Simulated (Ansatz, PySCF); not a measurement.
Stretching the C3–H7 bond in C2H4Si (SMILES C#C[SiH3]) (multiplicity 1 held, fragments rigid). Energies count from the point at 1.064 Å.
Geometry at that point (charge 0, multiplicity 1):
| atom | x (Å) | y (Å) | z (Å) |
|---|---|---|---|
| Si | -0.9456 | -0.0781 | -0.4697 |
| C | 0.6846 | 0.0566 | 0.3401 |
| C | 1.7613 | 0.1455 | 0.8750 |
| H | -1.0538 | 0.9501 | -1.5267 |
| H | -1.0849 | -1.4224 | -1.0694 |
| H | -2.0102 | 0.1295 | 0.5351 |
| H | 2.7115 | 0.2240 | 1.3470 |

R- and RO- levels are restricted; in cc, def2 and unpolarised 6-31G sets they are followed outwards from rest. Unrestricted levels (U-) break spin symmetry where that is lower. Left out are points that failed, MP2 points in a non-variational dive below the minimum, coupled-cluster points behind a sign of a changed root (a jump of the amplitudes, or a one-step jump against full CI or MRCI), small-basis points behind a change of solution, and semi-empirical points at long bonds. Curves can end on different states.

Frozen-core correlation. Rows in 6-31G* carry no dispersion term and start afresh at each structure (6-31G* with six Cartesian d functions).

Run with Ansatz (Gaussian orbitals); PySCF for 6-31G* rows. Each number belongs to the level named beside it.

Energies in kcal/mol.

| R (Å) | U-HF/6-31G* | R-HF/cc-pV(T+d)Z | U-HF/cc-pV(T+d)Z | R-MP2/cc-pV(T+d)Z | U-SCS-MP2/cc-pV(T+d)Z | R-CCSD(T)/cc-pV(T+d)Z |
|---|---|---|---|---|---|---|
| 0.851 | 33.1 | 31.0 | 31.0 | 32.0 | 32.1 | 32.3 |
| 0.957 | 6.3 | 5.7 | 5.7 | 6.3 | 6.4 | 6.5 |
| 1.064 | 0.0 | 0.0 | 0.0 | 0.0 | 0.0 | 0.0 |
| 1.170 | 5.2 | 5.3 | 5.3 | 4.4 | 4.4 | 4.2 |
| 1.277 | 16.6 | 16.6 | 16.6 | 14.6 | 14.5 | 14.0 |
| 1.436 | 39.0 | 38.9 | 38.9 | 34.8 | 34.6 | 33.4 |
| 1.596 | 62.7 | 63.0 | 62.8 | 56.4 | 62.5 | 53.9 |
| 1.862 | 87.8 | 101.3 | 89.1 | 89.6 | 118.6 | 84.3 |
| 2.128 | 98.1 | 134.3 | 99.8 | 116.6 | 139.9 | 106.6 |
| 2.447 | 102.6 | 166.3 | 104.6 | 139.8 | 149.2 | 122.0 |
| 2.872 | 104.4 | 197.9 | 106.3 | 157.4 | 152.8 | 127.9 |
| 3.404 | left out | 224.3 | 106.8 | 162.7 | 153.8 | 124.9 |

Doubts at one or more of the structures used: a spin-contaminated determinant (U-HF/6-31G*, U-HF/cc-pV(T+d)Z, U-SCS-MP2/cc-pV(T+d)Z); a restricted determinant that unrestricted orbitals would lower (R-HF/cc-pV(T+d)Z, R-MP2/cc-pV(T+d)Z, R-CCSD(T)/cc-pV(T+d)Z); other coupled-cluster roots lie near (R-CCSD(T)/cc-pV(T+d)Z); T1 above 0.05 (R-CCSD(T)/cc-pV(T+d)Z).

Ansatz is a first-principles code.
